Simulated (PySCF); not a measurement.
Species: C6H6F2.
Atom-mapped SMILES: `[F:1][C:2]1=[CH:3][C@@H:4]2[C@H:5]([F:6])[C@@H:7]2[CH2:8]1`

Geometry (GFN2-xTB, Å), atoms numbered from 1 in this order:
```xyz
14
C6H6F2 angstrom
F      2.441   -0.693    1.146
C      1.345   -0.210    0.546
C      0.739    0.934    0.833
C     -0.460    1.088   -0.023
C     -1.521    0.035    0.153
F     -1.483   -0.779    1.242
C     -0.493   -0.142   -0.919
C      0.708   -0.999   -0.560
H      1.030    1.651    1.576
H     -0.757    2.074   -0.344
H     -2.549    0.255   -0.108
H     -0.806   -0.100   -1.951
H      0.415   -1.991   -0.208
H      1.390   -1.124   -1.404
```

Definitions: NICS(0) = −σiso at the ring centroid; NICS(1) = −σiso and NICS(1)zz = −σzz at ±1 Å along the ring normal z. Level: GIAO PBE0/pcSseg-1 (PySCF, non-relativistic, gas phase) on the GFN2-xTB geometry, one conformer.

Rings: 1. C2–C3–C4–C7–C8; 2. C4–C5–C7.

| set | NICS(0) | NICS(1), two faces | NICS(1)zz, two faces |
| --- | --- | --- | --- |
| P | -37.0 | -9.7 / -6.2 | -24.1 / -13.2 |
| Q | -7.1 | -1.9 / -5.0 | -1.7 / -7.2 |

Task: Which set (ppm) belongs to which ring?

Result: P = 2, Q = 1.
- 1 (5-membered carbocycle; formal bonds 1 double, 4 single): mean NICS(1)zz -4.4 ppm, shielded. C4, C7, C8 have four or more neighbours; no verdict on aromaticity is drawn.
- 2 (3-membered carbocycle; formal bonds all single): mean NICS(1)zz -18.6 ppm, shielded. C4, C5, C7 have four or more neighbours, so the value isn't read as a sign of a π ring current.

Task: How do the rings differ in shape?

Result: 
```tsv
ring	bond lengths (Å)	rms pucker (Å)	HOMA	nearest outside atom to a NICS(1) probe (Å)
1	1.326, 1.481, 1.522, 1.518, 1.501	0.01	–	carbon 1.48
2	1.505, 1.496, 1.522	0.00	–	hydrogen 1.50
```
